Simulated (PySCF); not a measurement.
AsF2, multiplicity 2. Atoms are numbered in the order given.

```xyz
3

F      0.0000    -1.3202     0.7521
As     0.0000     0.0000    -0.4103
F      0.0000     1.3202     0.7521
```
Charge 0, spin multiplicity 2.

Coordinates come from a PBE-D3(BJ)/def2-TZVP optimisation. The isomer is the one that the SMILES or the coordinates give; other isomers of the formula were not compared.

The numbers are results of PySCF 2.14.0 with PBE-D3(BJ)/def2-TZVP, not measurements.

Frequencies are harmonic and unscaled.

```tsv
mode	ν (cm⁻¹)	IR (km/mol)	moving atoms (share of kinetic energy)
1	248	6.1	F 86 %, As 14 %
2	645	113.2	F 78 %, As 22 %
3	672	68.2	F 80 %, As 20 %
```
